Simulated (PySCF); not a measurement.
An EPR job on `[H]/[C]=C1\OS(=O)(=O)C1=C` [radical].

Method: UKS B3LYP, pcH-1 on C H O S, non-relativistic, mean-field spin-orbit, GIAO (PySCF 2.14.0). Geometry: GFN2-xTB. The command runs a driver script over a list of jobs; the input below is this job's line of settings and its coordinates in Å.

Command:
```bash
OMP_NUM_THREADS=1 python probes_run.py task.json out
```

Input:
```
{"job": {"kind": "epr", "basis": "pcH-1"}, "charge": 0, "multiplicity": 2}
C     -1.178887     1.633710    -0.952145
C     -0.830721     0.577934    -0.289299
O     -1.663098    -0.317017     0.394033
S     -0.396088    -1.283747     0.890759
O     -0.230014    -1.215113     2.301741
O     -0.454946    -2.560122     0.265685
C      0.486407    -0.016755    -0.044169
C      1.735456     0.244066    -0.358412
H     -1.999773     2.232440    -1.253130
H      2.534800    -0.396498    -0.027574
H      2.002287     1.103771    -0.953453
```

Question: What does the run print?

Answer: 
```
UKS, coarse grid
  cycle   1  E = -777.56427873  |g| = 9.51e-01
  cycle   2  E = -776.62039111  |g| = 1.88e+00
  cycle   3  E = -777.84965738  |g| = 2.22e-01
  cycle   4  E = -777.86489304  |g| = 1.35e-01
  cycle   5  E = -777.87138474  |g| = 4.19e-02
  cycle   6  E = -777.87221119  |g| = 9.12e-03
  cycle   7  E = -777.87226212  |g| = 3.79e-03
  cycle   8  E = -777.87228028  |g| = 2.46e-03
  cycle   9  E = -777.87229131  |g| = 1.53e-03
  cycle  10  E = -777.87229822  |g| = 5.07e-04
UKS, final grid
  cycle   1  E = -777.87231869  |g| = 4.65e-04
  cycle   2  E = -777.87231896  |g| = 6.61e-04
  cycle   3  E = -777.87231919  |g| = 2.06e-04
  cycle   4  E = -777.87231937  |g| = 2.04e-04
  cycle   5  E = -777.87231947  |g| = 8.40e-05
  cycle   6  E = -777.87231947  |g| = 2.63e-05
E = -777.87231947 Eh   <S^2> = 0.7629 (exact 0.7500)
g shifts (ppm)      1          2          3
  rmc          -160       -160       -160
  gc             26         21         39
  oz_so        -893        444        777
  total       -1027        305        656
hyperfine (MHz)  atom isotope    a_iso     a_fc   dipolar eigenvalues
    0   13C     298.11     298.28    -84.16    -57.93    142.09
    1   13C      26.47      26.46    -18.47      3.10     15.37
    2   17O     -39.75     -39.77    -23.43      7.81     15.62
    3   33S      -3.76      -3.75     -0.82     -0.66      1.48
    4   17O      -0.63      -0.61     -3.68      1.42      2.26
    5   17O      -0.62      -0.60     -3.65      1.41      2.25
    6   13C      32.81      32.84     -6.39     -0.07      6.46
    7   13C      -4.66      -4.66     -7.96      3.29      4.67
    8    1H       3.39       3.40    -33.46     -7.95     41.41
    9    1H       3.47       3.47     -1.27     -0.08      1.35
   10    1H       3.15       3.15     -4.23     -3.06      7.29
```

rmc, gc and oz_so are the mass-correction, gauge-correction and orbital-Zeeman/spin–orbit parts of the g shift along its three principal axes; a_iso is the isotropic hyperfine coupling and a_fc its Fermi-contact part. Atoms in this output count from 0.

Question: How far is ⟨S²⟩ from the pure-spin value?

Answer: S = 0.5 gives S(S+1) = 0.75; the run has 0.7629, 0.0129 more.

Summary of the converged run: ⟨S²⟩ 0.763; g_iso 2.0023.

Geometry: GFN2-xTB; no solvent, vibrations or thermal averaging.

Question: How long does this job take on one thread, Arm Neoverse V2 (aarch64), shared host? And the peak memory of the process?

Answer: About 64 s (density and orbital grids were written too), with 0.87 GiB resident at the peak, the Python interpreter and its libraries included.
Labels such as C1 count atoms from 1, the log's own numbers from 0.
